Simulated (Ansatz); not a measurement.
FeF2, SMILES [F][Fe][F] (connectivity only; charge and spin as stated), neutral, multiplicity 5.

Geometry optimised at PBE0-D3(BJ)/def2-TZVP. The spin state was assumed, not searched.

Two levels are set side by side: PBE/def2-TZVPD (Ansatz, a program for electronic structure) and CAM-B3LYP/def2-TZVPD (Ansatz). Energy differences of separate SCF runs at the same geometry; the states with an electron removed or added have multiplicity 6 and 4. Differences are taken from unrounded values.

```json
[
 {"quantity": "vertical ionisation energy (eV)", "CAM-B3LYP": "11.39"},
 {"quantity": "vertical electron affinity (eV)", "CAM-B3LYP": "1.49"}
]
```

Q: What does PBE give, and how far is it from CAM-B3LYP? (An estimate is asked for; the answer gives what the named calculation found.)

A: 
```tsv
quantity	PBE	PBE minus CAM-B3LYP
vertical ionisation energy (eV)	10.64	-0.76
vertical electron affinity (eV)	1.59	0.10
```
